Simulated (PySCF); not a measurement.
BH3O2S. Atoms are numbered in the order given.

```xyz
7

B     -0.0015     0.4523     0.0000
O     -1.1949     1.1130     0.0000
H     -1.1393     2.0756     0.0000
O      1.2318     1.0404     0.0000
H      1.2296     2.0054     0.0000
S     -0.1009    -1.3756     0.0000
H      1.2376    -1.5611     0.0000
```
Charge 0, spin multiplicity 1.

Geometry: B3LYP-D3(BJ)/def2-SVP. Other conformers were not sampled.

Level of theory: M06-2X/def2-TZVPD (PySCF).

ESP charges are fitted to the potential on shells at 1.4 to 2.0 van der Waals radii. Atomic charges (e):

```json
[
 {"atom": "B1", "ESP fit": "0.39", "IAO": "0.44"},
 {"atom": "O2", "ESP fit": "-0.48", "IAO": "-0.58"},
 {"atom": "H3", "ESP fit": "0.36", "IAO": "0.37"},
 {"atom": "O4", "ESP fit": "-0.63", "IAO": "-0.58"},
 {"atom": "H5", "ESP fit": "0.43", "IAO": "0.37"},
 {"atom": "S6", "ESP fit": "-0.27", "IAO": "-0.12"},
 {"atom": "H7", "ESP fit": "0.20", "IAO": "0.10"}
]
```
